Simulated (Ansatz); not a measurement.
Cost and result for the atomization energy of CH$_{7}$FO$_{2}$SSi$_{2}$ (`C[SiH](F)S[SiH](O)O`) (14 atoms, 13 bonds).

```xyz
14

C    -1.918   -0.728   -0.640
Si   -1.349    0.463    0.654
F    -0.862   -0.392    1.933
S     0.235    1.740    0.047
Si    1.730    0.287   -0.477
O     3.172    0.973   -0.144
O     1.430   -1.127    0.283
H    -2.740   -1.337   -0.255
H    -1.106   -1.393   -0.940
H    -2.271   -0.187   -1.520
H    -2.425    1.364    1.125
H     1.753   -0.026   -1.913
H     3.262    1.478    0.666
H     1.090   -1.116    1.182
```

Charge 0, multiplicity 1. All single points use the PBE0-D4/def2-TZVP geometry. It is one conformer, not always the lowest. Program: Ansatz. All runs use 2 threads of an AMD EPYC 7R13 on a shared host and a share of an NVIDIA H100 80 GB. Times are those of one run each, without the atoms' runs, and a repeat can differ threefold. Electronic energies, without spin–orbit coupling; frozen cores. CCSD(T)/CBS adds CCSD(T) − MP2 in def2-TZVPP to the MP2 limit, and its time is that of the two runs behind it. T1 = 0.012. B3LYP takes the VWN-RPA correlation (the form of Gaussian; ORCA's B3LYP/G).

CCSD(T)/CBS is a level of theory with its own doubt, some kJ/mol a heavy atom from the limit and from the frozen cores, so smaller differences don't rank the functionals.

| level | functions | wall time | atomization (kJ/mol) | difference from CCSD(T)/CBS | per bond |
| --- | --- | --- | --- | --- | --- |
| PBE0-D4/def2-TZVPP | 348 | 4.2 s | 5334.3 | -68.0 | -5.2 |
| r2SCAN-D4/def2-TZVPP (with forces) | 348 | 4.9 s | 5394.1 | -8.2 | -0.6 |
| B3LYP-D4/def2-TZVPP (with forces) | 348 | 6 s | 5345.5 | -56.8 | -4.4 |
| MP2/def2-QZVPP | 648 | 6.5 s | 5459.6 | 57.3 | 4.4 |
| PBE-D4/def2-TZVPP (with forces) | 348 | 6.5 s | 5425.2 | 22.9 | 1.8 |
| ωB97M-V/def2-TZVPP (with forces) | 348 | 7.5 s | 5400.7 | -1.6 | -0.1 |
| ωB97X-V/def2-TZVPP | 348 | 8.5 s | 5398.8 | -3.5 | -0.3 |
| B2PLYP/def2-TZVPP | 348 | 9 s | 5300.2 | -102.1 | -7.9 |
| CCSD(T)/def2-TZVPP | 348 | 11 s | 5236.3 | -166.0 | -12.8 |
| CCSD(T)/CBS(def2) | – | 17 s | 5402.3 | 0.0 | 0.0 |

The D4 term adds +66.4 kJ/mol with B3LYP and +35.2 kJ/mol with PBE0; it sums over pairs of atoms, weighted by their polarisabilities, and B3LYP, whose exchange is more repulsive, gets the larger term. From PBE to PBE0 (25 % exact exchange), in def2-TZVPP and without D4, the atomization energy moves by −85.0 kJ/mol: exact exchange takes away binding that semilocal exchange gives to molecules. In def2-TZVPP, CCSD(T) changes the Hartree–Fock value by +1309.5 kJ/mol (the triples alone add +80.2 kJ/mol) and MP2 by +1433.4 kJ/mol; breaking electron pairs costs correlation energy, which Hartree–Fock lacks.
